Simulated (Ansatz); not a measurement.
Coupled-cluster run, `OB(O)c1cccs1`.

```yaml
crystal:
  periodic: [false, false, false]
  atoms:
    - {symbol: O, position_ang: [-0.521238, 2.525898, 0.588319]}
    - {symbol: B, position_ang: [-0.792003, 1.231508, 0.938896]}
    - {symbol: O, position_ang: [-1.644567, 1.010402, 1.976591]}
    - {symbol: C, position_ang: [-0.174311, 0.011020, 0.210910]}
    - {symbol: C, position_ang: [0.702475, -0.017758, -0.849006]}
    - {symbol: C, position_ang: [1.059456, -1.318233, -1.260446]}
    - {symbol: C, position_ang: [0.445868, -2.277700, -0.503552]}
    - {symbol: S, position_ang: [-0.548722, -1.592344, 0.688700]}
    - {symbol: H, position_ang: [0.084849, 2.610832, -0.149081]}
    - {symbol: H, position_ang: [-1.971527, 1.829364, 2.358486]}
    - {symbol: H, position_ang: [1.087922, 0.875141, -1.328858]}
    - {symbol: H, position_ang: [1.736156, -1.538255, -2.075328]}
    - {symbol: H, position_ang: [0.535640, -3.349885, -0.595630]}
basis:
  gaussian: {orbitals: def2-TZVPP}
correlation: {method: ccsd_t}
```

```sh
$ ansatz run in.yaml --threads 2 --pin off --events-out ev --progress --plain --max-ram 22528MiB --backend cuda --devices 0, --max-vram 18GiB
```

The program prints (abridged):

```
Functional definition: HF
  name "HF"
  cite "Fock, Z. Phys. 61, 126 (1930) doi:10.1007/BF01340294"
  parent pbe
  exchange = exact_x
  correlation = 0
2018 factors; integrals over basis functions are off by at most 1.3e-3 eV
mean field evaluation 1: about -19764.3143 eV, gradient 5.5e1 eV
mean field evaluation 2: about -19764.7883 eV, gradient 5.5e1 eV
mean field evaluation 4: about -19771.2991 eV, gradient 5.2e0 eV
mean field evaluation 8: about -19771.4167 eV, gradient 5.5e-1 eV
mean field evaluation 16: about -19771.4195 eV, gradient 8.2e-6 eV
mean field -19771.41951088 eV, -726.5862654753 hartree, gradient 8.2e-6 eV, S^2 0.000000; 0 other end points of the search recorded, 0 dependent functions left out; unrestricted orbitals would lower it
12 core orbitals not correlated: weight in the atoms' cores, before any rotation towards them, 1.000 or more for the frozen orbitals, at most 0.000 for the correlated occupied ones
reference -19771.41951088 eV, -726.5862654753 hartree; 21, 21 occupied and 296, 296 virtual orbitals, 2018 factors
second order -37.44675216 eV of doubles, -0.00000000 eV of singles
cycle   1  -36.95636223 eV  change    4.9e-1 eV  update   1.4e-1
cycle   2  -37.89512884 eV  change   -9.4e-1 eV  update   4.3e-2
cycle   3  -38.10203229 eV  change   -2.1e-1 eV  update   2.1e-2
cycle   4  -38.08272430 eV  change    1.9e-2 eV  update   5.6e-3
cycle   5  -38.08001390 eV  change    2.7e-3 eV  update   3.2e-3
cycle   6  -38.08193474 eV  change   -1.9e-3 eV  update   1.1e-3
cycle   7  -38.08134694 eV  change    5.9e-4 eV  update   5.6e-4
cycle   8  -38.08107846 eV  change    2.7e-4 eV  update   2.3e-4
cycle   9  -38.08118479 eV  change   -1.1e-4 eV  update   8.1e-5
cycle  10  -38.08121382 eV  change   -2.9e-5 eV  update   3.2e-5
perturbative correction -1.87693146 eV, -0.0689759589 hartree
Total energy: -19811.37765616 eV, -728.0547002297 hartree
```

Run time 13 s (2 threads of an AMD EPYC 7R13 on a shared host and a share of an NVIDIA H100 80 GB); peak host memory 0.88 GiB.

The correlation energy is -39.958 eV, 4.7 % of it from (T); the T1 diagnostic reads 0.0133.
